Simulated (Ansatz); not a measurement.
`[CH3][Sb]([OH])[TeH]` + NH₃ → `[CH3][Sb]([NH2])[OH]` + H₂Te at 500 K and 1 bar (ligand exchange at the Sb–Te bond).

Program: Ansatz. Geometries: PBE0-D4/def2-TZVP. ΔE: electronic, gas phase. CCSD(T)/CBS adds triple-zeta CCSD(T) − MP2 to the extrapolated MP2 energy (def2 sets, frozen cores). This one scheme is used for every species. Elements past krypton have def2 core potentials. For Sb, Te outer-core shells are correlated without core-valence functions, which leaves a few kJ/mol of doubt a bond. One conformer a species, not always the lowest.

```csv
species,CCSD(T)/CBS energy (Eh),H − E (kJ/mol),S (J/(mol·K))
`[CH3][Sb]([OH])[TeH]`,-624.02250,197.1,449.5
NH₃,-56.50880,108.2,211.8
`[CH3][Sb]([NH2])[OH]`,-411.58619,243.5,419.7
H₂Te,-268.91024,48.9,247.6
```

H − E and S are ideal-gas, rigid-rotor, harmonic terms from PBE0-D4/def2-TZVP, for one conformer and one mirror image of each species. 1 Eh = 2625.50 kJ/mol, R = 8.31446 J/(mol·K).

Q: By hand: ΔE, ΔH, ΔS and ΔG.

A: ΔE = (-411.58619) + (-268.91024) − (-624.02250) − (-56.50880) = 0.03487 Eh = 91.6 kJ/mol. Δ(H − E) = 243.5 + 48.9 − 197.1 − 108.2 = -12.9, so ΔH = 78.7 kJ/mol. ΔS = 419.7 + 247.6 − 449.5 − 211.8 = 6.0 J/(mol·K). ΔG = 78.7 − 500 × (6.0)/1000 = 75.7 kJ/mol.

Q: By hand: the equilibrium constant, and the temperature at which ΔG would vanish if ΔH and ΔS stayed fixed.

A: log₁₀ K = −ΔG/(RT ln 10) = -7.9. ΔG = 0 at ΔH/ΔS = 13117 K, far beyond where these terms or the molecules hold.

The number of gas molecules stays the same, so ΔS is small and ΔH decides. A doubt of 5 kJ/mol in ΔE shifts log₁₀ K by 0.5 here. Other conformers and mirror images would add mixing entropy, several J/(mol·K) or more a flexible species. These are equilibria of isolated gas molecules and say nothing of rates. Largest T1 diagnostic: 0.014 (customary marks: 0.02 for closed shells, 0.045 for open ones).
